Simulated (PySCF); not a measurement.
SMILES CCCCCl (C4H9Cl) (GFN2-xTB optimised geometry):

```
14

C      1.336    -1.433     0.017
C      0.776    -0.017     0.000
C     -0.751    -0.017     0.000
C     -1.336     1.385     0.000
Cl    -0.952     2.244    -1.518
H      1.001    -1.987    -0.857
H      2.423    -1.412     0.012
H      1.007    -1.965     0.907
H      1.137     0.528     0.876
H      1.134     0.506    -0.889
H     -1.116    -0.530     0.894
H     -1.116    -0.561    -0.873
H     -2.423     1.362     0.073
H     -0.924     1.987     0.810
```

Level of theory: PySCF with PBE0/def2-TZVP.

Task: What are the frontier orbital energies and the dipole moment?

Result: HOMO-2 -9.43 eV, HOMO-1 -8.30 eV, HOMO -8.22 eV, LUMO 0.98 eV, LUMO+1 1.32 eV; dipole moment 1.98 D.

Meta-Löwdin charges at PBE0/def2-TZVP: C1 -0.34, C2 -0.19, C3 -0.20, C4 -0.16, Cl5 -0.14, H6 0.11, H7 0.12, H8 0.11, H9 0.10, H10 0.12, H11 0.11, H12 0.11, H13 0.13, H14 0.13.
